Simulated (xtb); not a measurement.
barium atom (Ba), singlet (GFN-xTB shapes and energies of metal compounds can be far from the true ones); GFN1-xTB run with xtb.

Input for xtb:
```
$ xtb mol.xyz --gfn 1 --ohess --json

# file mol.xyz
1

Ba     0.00000000     0.00000000     0.00000000
```

Output, abridged:

```
   ID    Z sym.   atoms
    1   56 Ba     1

           -------------------------------------------------
          |                Calculation Setup                |
           -------------------------------------------------

           -------------------------------------------------
          |                 G F N 1 - x T B                 |
           -------------------------------------------------

          ...................................................
          :                      SETUP                      :
          :.................................................:
          :  # basis functions                  10          :
          :  # atomic orbitals                   9          :
          :  # shells                            3          :
          :  # electrons                         2          :
          :  # halogen bonds                     0          :
          :  max. iterations                   250          :
          :  Hamiltonian                  GFN1-xTB          :
          :  restarted?                      false          :
          :  GBSA solvation                  false          :
          :  PC potential                    false          :
          :  electronic temp.          300.0000000     K    :
          :  accuracy                    1.0000000          :
          :  -> integral cutoff          0.2500000E+02      :
          :  -> integral neglect         0.1000000E-07      :
          :  -> SCF convergence          0.1000000E-05 Eh   :
          :  -> wf. convergence          0.2000000E-04 e    :
          :  Broyden damping             0.4000000          :
          :  net charge                          0          :
          :  unpaired electrons                  0          :
          ...................................................

 iter      E             dE          RMSdq      gap      omega  full diag
   1     -0.4742596 -0.474260E+00  0.437E-16    2.48       2.5  T
   2     -0.4742596  0.000000E+00  0.349E-16    2.48       2.5  T
   3     -0.4742596  0.000000E+00  0.269E-16    2.48       2.5  T

   *** convergence criteria satisfied after 3 iterations ***

         :::::::::::::::::::::::::::::::::::::::::::::::::::::
         ::                     SUMMARY                     ::
         :::::::::::::::::::::::::::::::::::::::::::::::::::::
         :: total energy              -0.474259578345 Eh    ::
         :: gradient norm              0.000000000000 Eh/a0 ::
         :: HOMO-LUMO gap              2.477277000000 eV    ::
         ::.................................................::
         :: SCC energy                -0.474259578345 Eh    ::
         :: -> electrostatic           0.000000000000 Eh    ::
         :: repulsion energy           0.000000000000 Eh    ::
         :: dispersion energy          0.000000000000 Eh    ::
         :: halogen bond corr.         0.000000000000 Eh    ::
         :: add. restraining           0.000000000000 Eh    ::
         :: total charge               0.000000000000 e     ::
         :::::::::::::::::::::::::::::::::::::::::::::::::::::

      -----------------------------------------------------------
     |                   =====================                   |
     |                        A N C O P T                        |
     |                   =====================                   |
     |               Approximate Normal Coordinate               |
     |                Rational Function Optimizer                |
      -----------------------------------------------------------
      -----------------------------------------------------------
     |                   =====================                   |
     |                        A N C O P T                        |
     |                   =====================                   |
     |               Approximate Normal Coordinate               |
     |                Rational Function Optimizer                |
      -----------------------------------------------------------
================
 final structure:
================
1
 xtb: 6.7.1 (edcfbbe)
Ba           0.00000000000000        0.00000000000000        0.00000000000000

 Bond Distances (Angstroems)
 ---------------------------

 selected bond angles (degree)
 --------------------

 selected dihedral angles (degree)
 ---------------------------------

           -------------------------------------------------
          |                Final Singlepoint                |
           -------------------------------------------------

          ...................................................
          :                      SETUP                      :
          :.................................................:
          :  # basis functions                  10          :
          :  # atomic orbitals                   9          :
          :  # shells                            3          :
          :  # electrons                         2          :
          :  # halogen bonds                     0          :
          :  max. iterations                   250          :
          :  Hamiltonian                  GFN1-xTB          :
          :  restarted?                      false          :
          :  GBSA solvation                  false          :
          :  PC potential                    false          :
          :  electronic temp.          300.0000000     K    :
          :  accuracy                    1.0000000          :
          :  -> integral cutoff          0.2500000E+02      :
          :  -> integral neglect         0.1000000E-07      :
          :  -> SCF convergence          0.1000000E-05 Eh   :
          :  -> wf. convergence          0.2000000E-04 e    :
          :  Broyden damping             0.4000000          :
          :  net charge                          0          :
          :  unpaired electrons                  0          :
[...]
         :: total energy              -0.474259578345 Eh    ::
[...]
           -------------------------------------------------
step length          :   0.00500
SCC accuracy         :   0.30000
Hessian scale factor :   1.00000
frozen atoms in %    :   0.00000    0
RMS gradient         :   0.00000

writing file <hessian>.

 vibrational frequencies (cm⁻¹)
eigval :        0.09     0.09     0.09
           -------------------------------------------------
          |                Property Printout                |
           -------------------------------------------------

    * Orbital Energies and Occupations

         #    Occupation            Energy/Eh            Energy/eV
      -------------------------------------------------------------
         1        2.0000           -0.2371298              -6.4526 (HOMO)
         2                         -0.1460915              -3.9754 (LUMO)
         3                         -0.1460915              -3.9754
         4                         -0.1460915              -3.9754
         5                         -0.0847354              -2.3058
         6                         -0.0847354              -2.3058
         7                         -0.0847354              -2.3058
         8                         -0.0847354              -2.3058
         9                         -0.0847354              -2.3058
      -------------------------------------------------------------
                  HL-Gap            0.0910383 Eh            2.4773 eV
             Fermi-level           -0.1916107 Eh           -5.2140 eV

  Mulliken/CM5 charges         n(s)   n(p)   n(d)
     1Ba    0.00000  0.00000   2.000  0.000  0.000

Wiberg/Mayer (AO) data.
largest (>0.10) Wiberg bond orders for each atom

 ---------------------------------------------------------------------------
     #   Z sym  total        # sym  WBO       # sym  WBO       # sym  WBO
 ---------------------------------------------------------------------------
     1  56 Ba   0.000
 ---------------------------------------------------------------------------

 dipole moment from electron density (au)
     X       Y       Z
   0.0000   0.0000   0.0000  total (Debye):    0.000

           -------------------------------------------------
          |               Frequency Printout                |
           -------------------------------------------------
 vibrational frequencies (cm⁻¹)
eigval :        0.09     0.09     0.09
 reduced masses (amu)
   1:  0.00   2:  0.00   3:  0.00
 IR intensities (km·mol⁻¹)
   1:  0.00   2:  0.00   3:  0.00
 Raman intensities (Ä⁴*amu⁻¹)
   1:  0.00   2:  0.00   3:  0.00
 output can be read by thermo (or use thermo option).
 writing <g98.out> molden fake output.
 recommended (thermochemical) frequency scaling factor: 1.0
           -------------------------------------------------
          |             Thermodynamic Functions             |
           -------------------------------------------------

Kh  symmetry found (for desy threshold:  0.10E+00) used in thermo

          ...................................................
          :                      SETUP                      :
          :.................................................:
          :  # frequencies                           0      :
          :  # imaginary freq.                       0      :
          :  linear?                              true      :
          :  only rotor calc.                     true      :
          :  symmetry                               Kh      :
          :  rotational number                       1      :
          :  scaling factor                  1.0000000      :
          :  rotor cutoff                   50.0000000 cm⁻¹ :
          :  imag. cutoff                  -20.0000000 cm⁻¹ :
          :.................................................:

    mode    ω/cm⁻¹     T·S(HO)/kcal·mol⁻¹    T·S(FR)/kcal·mol⁻¹   T·S(vib)
   ------------------------------------------------------------------------
   ------------------------------------------------------------------------

   temp. (K)  partition function   enthalpy   heat capacity  entropy
                                   cal/mol     cal/K/mol   cal/K/mol   J/K/mol
 298.15  VIB   1.00                    0.000      0.000      0.000
         ROT   1.00                    0.000      0.000      0.000
         INT   1.00                    0.000      0.000      0.000
         TR   0.156E+28             1481.254      4.968     40.645
         TOT                        1481.2539     4.9681    40.6450   170.0589

       T/K    H(0)-H(T)+PV         H(T)/Eh          T*S/Eh         G(T)/Eh
   ------------------------------------------------------------------------
    298.15    0.236053E-02    0.236053E-02    0.193118E-01   -0.169512E-01
   ------------------------------------------------------------------------

         :::::::::::::::::::::::::::::::::::::::::::::::::::::
         ::                  THERMODYNAMIC                  ::
         :::::::::::::::::::::::::::::::::::::::::::::::::::::
         :: total free energy          -0.491210822925 Eh   ::
         ::.................................................::
         :: total energy               -0.474259578345 Eh   ::
         :: zero point energy           0.000000000000 Eh   ::
         :: G(RRHO) w/o ZPVE           -0.016951244580 Eh   ::
         :: G(RRHO) contrib.           -0.016951244580 Eh   ::
         :::::::::::::::::::::::::::::::::::::::::::::::::::::

optimized geometry written to: xtbopt.xyz

           -------------------------------------------------
          | TOTAL ENERGY               -0.474259578345 Eh   |
          | TOTAL ENTHALPY             -0.471899049966 Eh   |
          | TOTAL FREE ENERGY          -0.491210822925 Eh   |
          | GRADIENT NORM               0.000000000000 Eh/α |
          | HOMO-LUMO GAP               2.477277000000 eV   |
           -------------------------------------------------

normal termination of xtb
```
